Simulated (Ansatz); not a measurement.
```xyz
4

N     0.0000    0.0000    0.5046
F     1.3147    0.0000   -0.1308
F    -0.6574    1.1386   -0.1308
F    -0.6574   -1.1386   -0.1308
```

Basis set: def2-TZVP (spherical functions). Correlated methods keep 4 orbitals frozen. Charge 0, multiplicity 1.

Computed with Ansatz (development build ahead of 0.2.0); each method stands on the lowest determinant of its kind that the runs found. Restricted open shells among the atoms or ions are ROHF, correlated in semicanonical orbitals with singles.

**Question.** Give the atomization energy at this shape (free ground-state atoms in the same class of orbitals less the molecule, no zero-point energy) of singlet NF3 by RHF-MP2, RHF.

**Answer.**

| method | atomization energy |
| --- | --- |
| RHF-MP2 | 197.70 kcal/mol |
| RHF | 22.78 kcal/mol |

Caution: the shape is not the minimum.
